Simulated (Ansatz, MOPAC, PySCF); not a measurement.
Pair of molecules: C2H2 (SMILES C#C) (first 4 atoms) with H2S (SMILES S); geometry from B3LYP-D3(BJ)/def2-TZVP, rigid monomers moved along the line of their centres of mass till C2···H7 is 2.39 Å.
(charge 0, multiplicity 1):
```csv
atom,x (Å),y (Å),z (Å)
C,-0.5123,0.7521,0.1693
C,-0.5379,-0.4381,0.0418
H,-0.4887,1.8089,0.2820
H,-0.5590,-1.4951,-0.0700
S,0.8842,-0.3159,3.4554
H,-0.3696,-0.3313,3.9353
H,0.4620,-0.1184,2.1944
```

Counterpoise-corrected where a basis set is named; no monomer relaxation. Rows marked so take none.

Cores are frozen in the correlated methods. CBS(a, b) extrapolates the correlation energy as X⁻³ and adds the Hartree–Fock energy of set b. Rows in 3-21G, 6-31G* carry no dispersion term and start afresh at each structure (6-31G* with six Cartesian d functions). MP2/6-31G* freezes PySCF's default core. The state that PM3, PM7 reach isn't checked; PM7 holds dispersion and hydrogen-bond terms.

The values were computed with Ansatz (Gaussian basis) for Hartree–Fock, density functionals and correlated methods; MOPAC for PM3, PM7 (differences of heats of formation); PySCF for 3-21G rows, 6-31G* rows, the dispersion terms. Each number belongs to the level named beside it.

Other levels give for the interaction energy: PBE/def2-TZVPPD -37.9; B3LYP/def2-TZVPPD 11.1; B3LYP-D3(BJ)/def2-TZVPPD -61.1; wB97M-V/def2-TZVPPD -41.8; CCSD(T)/CBS(aug-cc-pV(D+d)Z, aug-cc-pV(T+d)Z) -47.9 meV.

Common cheap choices:

```
level                            interaction energy (meV)  less -47.9 (CCSD(T)/CBS(aug-cc-pV(D+d)Z, aug-cc-pV(T+d)Z))
-------------------------------  ------------------------  ----------------------------------------------------------
PM3                                                  -1.2                                                        46.6
PM7                                                 -44.9                                                         3.0
HF/6-31G*                                            66.9                                                       114.8
BP86/6-31G* (no counterpoise)                       -43.8                                                         4.1
B3LYP/3-21G (no counterpoise)                       -64.6                                                       -16.8
B3LYP/6-31G*                                         -5.1                                                        42.7
M06-2X/6-31G* (no counterpoise)                     -75.5                                                       -27.6
MP2/6-31G* (no counterpoise)                        -41.0                                                         6.9
```

Ansatz is an electronic-structure program.
